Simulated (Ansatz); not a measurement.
SnH3(NEt2) (C4H13NSn). Charge 0, multiplicity 1. Geometry PBE0-D4/def2-SVP, basis def2-TZVP, Ansatz.

Cartesian coordinates in Å:
```
Sn -0.845 0.469 2.149
H -0.306 -0.738 3.239
H -0.368 2.047 2.613
H -2.563 0.405 2.014
N 0.123 0.099 0.392
C 0.226 -1.263 -0.085
C -1.041 -1.832 -0.718
C 0.216 1.137 -0.616
C 1.648 1.420 -1.054
H 0.535 -1.914 0.753
H 1.055 -1.326 -0.815
H -1.866 -1.873 0.012
H -1.379 -1.216 -1.566
H -0.875 -2.855 -1.094
H -0.400 0.895 -1.508
H -0.217 2.071 -0.218
H 2.256 1.742 -0.195
H 2.124 0.524 -1.482
H 1.679 2.209 -1.822
```

```tsv
run	HOMO (eV)	LUMO (eV)
A	-4.83	-0.40
B	-8.54	1.97
C	-4.62	-0.76
D	-5.88	0.04
```

In the def2 sets Sn takes a core potential; there is no spin–orbit coupling. LC-ωPBE has ω = 0.4 bohr⁻¹.

Problem. The runs used LC-ωPBE, PBE, PBE0, r2SCAN. Estimate which is which.

Solution. A r2SCAN (0 % exact exchange); B LC-ωPBE (range-separated); C PBE (0 % exact exchange); D PBE0 (25 % exact exchange). Exact exchange lowers occupied and raises empty levels; among semilocal functionals meta-GGAs tend to open the gap a little, and such runs are hard to tell apart. The gap grows from 3.86 eV (PBE) to 10.51 eV (LC-ωPBE).
